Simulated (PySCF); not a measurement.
AsPb⁻: from constants to spectrum

RHF-CCSD(T) constants of AsPb⁻, ¹Σ⁺ (singlet), closed shell (PySCF, scalar-relativistic core potentials, basis sets As aug-cc-pVDZ-PP with ECP10, Pb aug-cc-pVDZ-PP with ECP60; masses 74.9216 and 207.9766 u):

```
ωe              : 251.1 cm⁻¹
ωexe            : 0.549 cm⁻¹
Be              : 0.04938 cm⁻¹
αe              : 0.000138 cm⁻¹
D (centrifugal) : 7.64e-09 cm⁻¹
```

Problem. Give the band origin of the fundamental and the first lines of its P and R branches.

Solution. ν0 = ωe − 2ωexe = 250.0 cm⁻¹, B0 = 0.049311, B1 = 0.049173 cm⁻¹.

```tsv
J″	P(J″) − ν0	R(J″) − ν0
0		0.098
1	-0.099	0.196
2	-0.198	0.294
3	-0.297	0.392
4	-0.396	0.489
5	-0.496	0.586
6	-0.596	0.683
```

Problem. Near which J would the R branch turn back, without centrifugal distortion?

Solution. At J ≈ (B0 + B1)/(2(B0 − B1)) − 1 ≈ 360.

Correlated steps freeze 8 core orbitals. These are scalar-relativistic numbers at best; spin–orbit coupling would shift them, the dissociation energy most.
